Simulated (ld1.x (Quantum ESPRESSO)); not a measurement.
**Configuration tests for cobalt (RRKJ)**

```json
{"Element": "cobalt", "Generator": "ld1.x (Quantum ESPRESSO) 7.5", "Type": "norm-conserving RRKJ (Kleinman–Bylander form)", "Functional": "PBEsol", "Relativity": "scalar-relativistic", "Frozen core": "[Ar]", "Valence charge": "9", "Reference configuration": "3d7 4s2 4p0", "Partial waves": "4s (bound): rc 2.50 bohr; 4p (bound, empty): rc 3.25 bohr; 3d (bound): rc 1.15 bohr", "Local potential": "all-electron potential smoothed inside 2.40 bohr (lloc = -2)", "Core correction": "none", "rho0": "0.01"}
```

Energies are relative to the spin-unpolarised reference configuration 3d7 4s2 4p0; without spin polarisation the order of configurations can differ from experiment.

```
valence configuration  charge  ΔE all-electron (eV)  error AE − PS (meV)
          3d7 4s1 4p0      +1                 9.045                 -3.4
          3d7 4s0 4p0      +2                25.742                 +9.4
        3d7 4s1.5 4p0    +0.5                 3.613                 -1.0
          3d7 4s0 4p1      +1                14.439                 -1.0
      3d7.5 4s1.5 4p0       0                -0.965                  -54
```

What are ΔE and the potential's error for 3d6 4s2 4p1?

ΔE = 9.691 eV all-electron; the error (AE − PS) is -313 meV.

What are ΔE and the potential's error for 3d6 4s0 4p0?

ΔE = 61.579 eV all-electron; the error (AE − PS) is -227 meV.

Levels in the configuration 3d7.5 4s1.5 4p0:

| level | all-electron (eV) | pseudo (eV) |
| --- | --- | --- |
| 3d | -6.070 | -5.901 |
| 4s | -4.905 | -4.937 |

ld1.x printed “convergence not achieved” for 4 of the counted tests; their residual had stalled under 1e-8, short of the target of 1e-14.
